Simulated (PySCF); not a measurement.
# Working out the ionisation energy of O²⁺

O²⁺ [He] 2s2 2p2 (3P) → O³⁺ [He] 2s2 2p1 (2P). Calculation: PySCF 2.14, in 6-31G*; no relativity, point nucleus. Frozen: 1s2. Energies in hartree (1 hartree = 27.21139 eV):

| part | O²⁺ (lower) | O³⁺ (upper) |
| --- | --- | --- |
| UHF | -73.067307 | -71.057776 |
| CCSD correlation | -0.069073 | -0.076433 |
| (T) | -0.000475 | -0.000307 |

Task: What does Hartree-Fock give?

Result: (-71.057776) − (-73.067307) = 2.009531 hartree = 54.682 eV.

Task: What do CCSD and CCSD(T) give?

Result: The CCSD correlation energies differ by -0.007360 hartree = -0.200 eV and the triples by 0.000168 hartree = 0.005 eV, so CCSD gives 54.482 eV and CCSD(T) 54.487 eV.

Reference: 54.936 eV (semi-empirical (NIST evaluation); NIST Atomic Spectra Database, ionization energies), between the lowest levels; spin-orbit coupling is absent from the calculation.

What remains against the reference includes basis incompleteness, the frozen core and higher excitations.
